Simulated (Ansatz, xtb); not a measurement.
## Ranking isomers of C5H8BFSi

3 gas-phase structures of C5H8BFSi, from a drawn sample of its isomers (lower ones may exist). Each was relaxed with GFN2-xTB; where two conformers were screened, the lower at r2SCAN-D4/def2-SVP is listed:

A. `BC1=C([SiH3])CC=C1F`, a singlet
B. `C=C(C)C#CB[SiH2]F`, a singlet
C. `C=C(C)C#C[SiH2]BF`, a singlet

**Question.** Estimate their order in r2SCAN-D4/def2-SVP energy at these geometries, lowest first.

**Answer.** Calculated order at r2SCAN-D4/def2-SVP: B (0.0), C (8.6), A (41.0) kJ/mol.

Energies above the lowest of each column, in kJ/mol; the last columns are at B3LYP/def2-SVP geometries:

| structure | GFN2-xTB | HF/STO-3G | r2SCAN-D4/def2-SVP | B3LYP/def2-SVP | CCSD(T)/def2-SVP + ΔMP2/def2-TZVPP |
| --- | --- | --- | --- | --- | --- |
| B | 0.0 | 132.4 | 0.0 | 0.0 | 0.0 |
| C | 74.7 | 4.4 | 8.6 | 8.2 | 15.2 |
| A | 25.6 | 0.0 | 41.0 | 72.8 | 88.9 |

CCSD(T)/def2-SVP + ΔMP2/def2-TZVPP puts B lowest; HF/STO-3G picks A. Flexible structures stand in one conformer each, not always the lowest. B keeps a small imaginary mode. The ΔMP2 step shifts differences by up to 21.6 kJ/mol, which makes them less sure. ΔMP2 is the change of the MP2 energy from the smaller to the larger basis.

Programs: Ansatz 0.2.0, xtb 6.7.1.
